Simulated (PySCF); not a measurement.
B(H)2(OSiH3) (BH₅OSi), SMILES [SiH3]OB. Atoms are numbered in the order given.

```xyz
8

B      0.2097    -1.7686     0.0000
H     -0.4399    -2.7752     0.0000
H      1.4132    -1.7827     0.0000
O     -0.4506    -0.5903     0.0000
Si     0.0692     0.9856     0.0000
H     -0.4692     1.6427     1.2124
H     -0.4692     1.6427    -1.2124
H      1.5523     1.0384     0.0000
```

Geometry optimised at r2SCAN-D4/def2-TZVP.

Level of theory: PySCF with HF/pcSseg-2.

GIAO shieldings, no solvent; atoms alike by connectivity are averaged. δ = σ(ref) − σ: ¹¹B against BF3 (σ = 104.0 ppm); ¹H against TMS (σ = 31.98 ppm); ¹⁷O against H2O (σ = 326.0 ppm); ²⁹Si against TMS (σ = 383.2 ppm), references at their B3LYP-D3(BJ)/def2-TZVP geometries, non-relativistic.

| nucleus | atoms | count | δ (ppm) |
|---|---|---|---|
| ¹¹B | B1 | 1 | 37.7 |
| ¹H | H2, H3 | 2 | 5.12 |
| ¹H | H6, H7, H8 | 3 | 4.84 |
| ¹⁷O | O4 | 1 | 146.8 |
| ²⁹Si | Si5 | 1 | -35.4 |
